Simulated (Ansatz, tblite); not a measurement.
Removing and adding an electron: the cluster B2O5H4 (the lowest singlet isomer of a short search). Total charge 0; singlet. Geometry: PBE-D4/def2-SVP. Ansatz, gas phase; energy differences of separate SCF runs; the oxidised species was run as a doublet alone; the reduced species was run as a doublet alone.

Cartesian coordinates in Å:
```
B 0.008 1.905 -0.105
B 0.320 -1.659 0.053
O 0.769 -0.325 -0.025
O 1.300 -2.610 0.011
O -0.989 -2.005 0.162
O -0.377 0.581 0.035
O -0.979 2.838 -0.056
H -1.532 -1.194 0.176
H 1.160 2.233 -0.263
H -1.866 2.453 0.078
H 2.187 -2.217 -0.066
```

The xTB rows come from tblite. Correlated methods freeze 7 core orbitals. The rows differ in basis, and correlated rows in double-zeta sets carry the largest basis error. In CCSD on the charge 1 doublet the largest single amplitude is 0.30, so its Hartree–Fock determinant may place the open shell otherwise than the density functionals do. The structure holds one bond between oxygen atoms, so isomers without such links may lie far lower. HOMO above LUMO, or a gap near zero within one spin, warns that the state may not be the lowest or that an electron is smeared out. The structure comes from a short search, and lower isomers may exist.

```json
{"level": "GFN1-xTB", "−HOMO (eV)": "13.08", "vertical IE (eV)": "16.47", "−LUMO (eV)": "5.50", "vertical EA (eV)": "2.06", "HOMO–LUMO gap (eV)": "7.58", "IE − EA (eV)": "14.41", "remarks": "–"}
{"level": "GFN2-xTB", "−HOMO (eV)": "12.39", "vertical IE (eV)": "15.44", "−LUMO (eV)": "5.70", "vertical EA (eV)": "1.93", "HOMO–LUMO gap (eV)": "6.70", "IE − EA (eV)": "13.51", "remarks": "–"}
{"level": "PBE-D4/def2-TZVPD", "−HOMO (eV)": "6.98", "vertical IE (eV)": "–", "−LUMO (eV)": "2.28", "vertical EA (eV)": "-0.13", "HOMO–LUMO gap (eV)": "4.69", "IE − EA (eV)": "–", "remarks": "HOMO above zero (-1 doublet), gap within one spin near zero (-1 doublet)"}
{"level": "PBE0-D4/def2-TZVP", "−HOMO (eV)": "8.68", "vertical IE (eV)": "10.92", "−LUMO (eV)": "0.76", "vertical EA (eV)": "–", "HOMO–LUMO gap (eV)": "7.91", "IE − EA (eV)": "–", "remarks": "–"}
{"level": "PBE0-D4/def2-TZVPD", "−HOMO (eV)": "8.72", "vertical IE (eV)": "–", "−LUMO (eV)": "0.91", "vertical EA (eV)": "-0.41", "HOMO–LUMO gap (eV)": "7.81", "IE − EA (eV)": "–", "remarks": "HOMO above zero (-1 doublet)"}
{"level": "r2SCAN0-D4/def2-TZVP", "−HOMO (eV)": "8.96", "vertical IE (eV)": "11.07", "−LUMO (eV)": "0.55", "vertical EA (eV)": "–", "HOMO–LUMO gap (eV)": "8.41", "IE − EA (eV)": "–", "remarks": "–"}
{"level": "r2SCAN0-D4/def2-TZVPD", "−HOMO (eV)": "8.98", "vertical IE (eV)": "–", "−LUMO (eV)": "0.66", "vertical EA (eV)": "-0.48", "HOMO–LUMO gap (eV)": "8.32", "IE − EA (eV)": "–", "remarks": "HOMO above zero (-1 doublet)"}
{"level": "CCSD/def2-SVP", "−HOMO (eV)": "–", "vertical IE (eV)": "11.10", "−LUMO (eV)": "–", "vertical EA (eV)": "–", "HOMO–LUMO gap (eV)": "–", "IE − EA (eV)": "–", "remarks": "large T1 (0.051) (+1 doublet)"}
{"level": "CCSD(T)/def2-SVP", "−HOMO (eV)": "–", "vertical IE (eV)": "10.94", "−LUMO (eV)": "–", "vertical EA (eV)": "–", "HOMO–LUMO gap (eV)": "–", "IE − EA (eV)": "–", "remarks": "large T1 (0.051) (+1 doublet)"}
```

Relaxing the oxidised species (PBE-D4/def2-SVP) changes its energy by -0.81 eV at PBE0-D4/def2-TZVP, so the adiabatic ionisation energy to this nearest minimum is 10.10 eV.  Run but left out: HF/def2-SVP, MP2/def2-SVP (charge +1 doublet: a determinant that CCSD turns far, T1 0.051); PBE-D4/def2-TZVP (charge +1 doublet: an occupied level 0.17 eV above an empty one).   A HOMO above zero means that the electron is unbound at that level or that self-interaction error raises the level; the energy of removing that electron tells which. Raw xTB energy differences between charge states are shifted by several eV; the methods need an empirical correction for them. A negative affinity means that the extra electron isn't bound; its size then hangs on the basis.
